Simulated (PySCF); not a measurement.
From one molecule to another.

First species: C₈H₇Cl.
SMILES: `c1(Cl)cccc2c1CC2`

Second species: C5H9ClOSi2.
SMILES with atom numbers: `[OH:1][Si@H:2]1[CH:3]=[CH:4][Si@H:5]([CH2:6][Cl:7])[CH:8]=[CH:9]1` (hydrogens: H10 on O1; H11 on Si2; H12 on C3; H13 on C4; H14 on Si5; H15, H16 on C6; H17 on C8; H18 on C9)

Geometry (GFN2-xTB, Å), atoms numbered from 1 in this order:
```
atom  x, y, z in Å
O1     3.405    0.516   -0.457
Si2    1.780    0.563   -0.592
C3     1.095   -0.987   -1.421
C4    -0.125   -1.469   -1.190
Si5   -1.310   -0.689    0.048
C6    -2.412    0.566   -0.901
Cl7   -3.451    1.433    0.259
C8    -0.300    0.250    1.327
C9     0.919    0.726    1.078
H10    3.860   -0.169    0.025
H11    1.622    1.756   -1.423
H12    1.737   -1.497   -2.133
H13   -0.451   -2.364   -1.709
H14   -2.184   -1.690    0.676
H15   -1.825    1.320   -1.419
H16   -3.079    0.091   -1.616
H17   -0.739    0.395    2.308
H18    1.448    1.255    1.865
```

Levels: PBE0/pcSseg-1 for dipole moment, HOMO energy, LUMO energy and HOMO–LUMO gap; GFN2-xTB for rotational constant A and rotational constant C. Geometries: GFN2-xTB. All species are isolated and taken at one optimised geometry, non-relativistic unless stated. Electronic properties by PySCF.

The conformers computed, where there is a choice (atom-mapped SMILES and torsion angles):
- `[OH:1][Si@H:2]1[CH:3]=[CH:4][Si@H:5]([CH2:6][Cl:7])[CH:8]=[CH:9]1`: C4–Si5–C6–Cl7 -175°, H–O1–Si2–C3 -60°

Q: Which of the two has the higher LUMO energy, and by how much?

A: The first: -0.49 eV against -1.46 eV, a difference of 0.97 eV.

Q: Which of the two has the higher rotational constant A, and by how much?

A: The first: 2.218 GHz against 2.009 GHz, a difference of 0.209 GHz.

Q: Which of the two has the higher HOMO energy, and by how much?

A: The first: -7.10 eV against -7.75 eV, a difference of 0.65 eV.

Q: Which of the two has the higher dipole moment, and by how much?

A: The second: 2.71 D against 1.91 D, a difference of 0.80 D.

Q: Which has the higher HOMO–LUMO gap?

A: The first: 6.61 eV against 6.29 eV, a difference of 0.32 eV.

Q: Which of the two has the higher rotational constant C, and by how much?

A: The first: 0.823 GHz against 0.482 GHz, a difference of 0.341 GHz.

On the first: In atomic units the dipole is 0.75 e·bohr (1 au = 2.5417 D).

On the second: The dipole equals about 9.1 × 10⁻³⁰ C·m (1 D = 3.33564 × 10⁻³⁰ C·m). A dipole of 2.71 D is allowed in C1, and pure rotational transitions are dipole-allowed.
